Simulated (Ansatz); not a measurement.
Geometry optimisation, DFT PBE-D3(BJ), scalar-relativistic, plane waves, PAW in Ansatz 0.2.0.

Input file:

```yaml
crystal:
  lattice:
    - [-2.29, -3.966396, 0.0]
    - [3.435, -1.983198, 0.0]
    - [0.0, 0.0, 7.17686]
  atoms:
    - { symbol: Be, position: [0.75000007, 0.50000004, 0.0] }
    - { symbol: Be, position: [0.50000004, 0.33333336, 0.25] }
    - { symbol: Be, position: [0.75000007, 0.50000004, 0.5] }
    - { symbol: Be, position: [0.50000004, 0.33333336, 0.75] }
    - { symbol: Be, position: [0.50000003, 2.0e-08, 0.0] }
    - { symbol: Be, position: [0.25000004, 0.83333336, 0.25] }
    - { symbol: Be, position: [0.50000003, 2.0e-08, 0.5] }
    - { symbol: Be, position: [0.25000004, 0.83333336, 0.75] }
    - { symbol: Be, position: [0.25000003, 0.50000002, 0.0] }
    - { symbol: Be, position: [1.0e-08, 0.33333334, 0.25] }
    - { symbol: Be, position: [0.25000003, 0.50000002, 0.5] }
    - { symbol: Be, position: [1.0e-08, 0.33333334, 0.75] }
    - { symbol: Be, position: [0.0, 0.0, 0.0] }
    - { symbol: Be, position: [0.75000008, 0.83333338, 0.25] }
    - { symbol: Be, position: [0.0, 0.0, 0.5] }
    - { symbol: Be, position: [0.75000008, 0.83333338, 0.75] }
    - { symbol: C, position: [-0.01646777, 0.65943934, -0.12380707] }
basis:
  ecutwfc: 420.0
kpoints:
  mp_grid: { grid: [5, 5, 3] }
hamiltonian:
  xc: pbe
  dispersion: d3bj
scf:
  occupations: { method: gaussian, width: 0.15 }
  lower_state_search: "off"
relax:
  f_tol: 0.03
  max_steps: 60
  adjacent_minimum: "off"
```

Command:

```bash
$ ansatz run input.yaml --threads 1 --pin off --max-ram 3072MiB --backend cpu --events-out ev --progress --plain --runs-dir out
```

Where does it end, and by what steps?

The run converged. Limits of this set-up: coarse k mesh. After 4 steps the energy has fallen by 0.910 eV; Be4 moved furthest, 0.14 Å.

```tsv
step	energy less start (eV)	largest force component (eV/Å)	accepted
0	0.0000	2.924	yes
1	-0.6407	1.536	yes
2	-0.8968	0.293	yes
3	-0.9069	0.089	yes
4	-0.9101	0.008	yes
```

```xyz
17
Lattice="-2.2900 -3.9664 0.0000 3.4350 -1.9832 0.0000 0.0000 0.0000 7.1769" Properties=species:S:1:pos:R:3
Be 0.082 -3.900 0.054
Be 0.013 -2.646 1.838
Be -0.010 -3.928 3.540
Be -0.111 -2.575 5.325
Be -1.032 -2.043 0.060
Be 2.302 -2.674 1.843
Be -1.156 -1.972 3.546
Be 2.210 -2.700 5.331
Be 1.133 -2.080 0.054
Be 1.145 -0.656 1.840
Be 1.111 -1.986 3.540
Be 1.156 -0.662 5.253
Be -0.011 0.012 0.128
Be 1.181 -4.615 1.843
Be 0.001 0.004 3.543
Be 1.158 -4.522 5.331
C 2.289 -1.316 -0.897
```

Whether the end is a true minimum wasn't checked by a vibrational analysis.

Run time: 43 s on 1 thread of Arm Neoverse V2, with other jobs on the host, peak memory 0.41 GiB.
